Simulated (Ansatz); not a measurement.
C₃H₈F₂OSi, singlet, at a GFN2-xTB geometry, with bond 5-3 at 1.8 times its length; CASSCF(2,4)/STO-3G (Ansatz, an electronic-structure program).

Here is a job for Ansatz.
Ansatz 0.2 input:
```yaml
crystal:
  periodic: [false, false, false]
  atoms:
    - {symbol: C, position_ang: [-2.48420160, 0.04554853, 1.26585388]}
    - {symbol: C, position_ang: [-0.99936045, 0.36083749, 1.44424941]}
    - {symbol: Si, position_ang: [0.00255356, -0.03422413, -0.09460033]}
    - {symbol: F, position_ang: [-0.54044405, 0.71105032, -1.40994056]}
    - {symbol: F, position_ang: [-0.28755455, -2.77577535, -0.96651277]}
    - {symbol: O, position_ang: [1.53330854, 0.32923904, 0.19420604]}
    - {symbol: C, position_ang: [2.67410977, 0.22078613, -0.62606318]}
    - {symbol: H, position_ang: [-2.90255484, 0.62360708, 0.44599270]}
    - {symbol: H, position_ang: [-3.03704466, 0.28445976, 2.17208343]}
    - {symbol: H, position_ang: [-2.62778972, -1.00872042, 1.04394644]}
    - {symbol: H, position_ang: [-0.61519352, -0.20440851, 2.29364722]}
    - {symbol: H, position_ang: [-0.88771514, 1.41459077, 1.70057586]}
    - {symbol: H, position_ang: [3.52609767, 0.57609216, -0.04762505]}
    - {symbol: H, position_ang: [2.55645073, 0.83028549, -1.52262597]}
    - {symbol: H, position_ang: [2.83379989, -0.81739328, -0.91904875]}
basis:
  gaussian:
    orbitals: STO-3G
hamiltonian:
  xc: hf
magnetization: {spin_polarized: false}
correlation: {active_space: {window: {electrons: 2, orbitals: 4}}}
```

It wrote (shortened):

```
Functional definition: HF
634 factors; integrals over basis functions are off by at most 4.4e-5 eV
mean field evaluation 1: about -18283.3459 eV, gradient 3.0e1 eV
mean field evaluation 2: about -18283.5918 eV, gradient 3.0e1 eV
mean field evaluation 4: about -18290.0691 eV, gradient 1.1e1 eV
mean field evaluation 8: about -18291.2277 eV, gradient 1.6e-1 eV
mean field evaluation 16: about -18287.4459 eV, gradient 1.7e0 eV
mean field -18291.22793378 eV, -672.1902283266 hartree, gradient 1.4e-6 eV, S^2 0.000000; 1 other end points of the search recorded, 0 dependent functions left out
reference -18291.22793378 eV, -672.1902283266 hartree; 33, 33 occupied and 14, 14 virtual orbitals, 634 factors
state -18295.77677983 eV, -672.3573953360 hartree
Total energy: -18295.77677983 eV, -672.3573953360 hartree
```
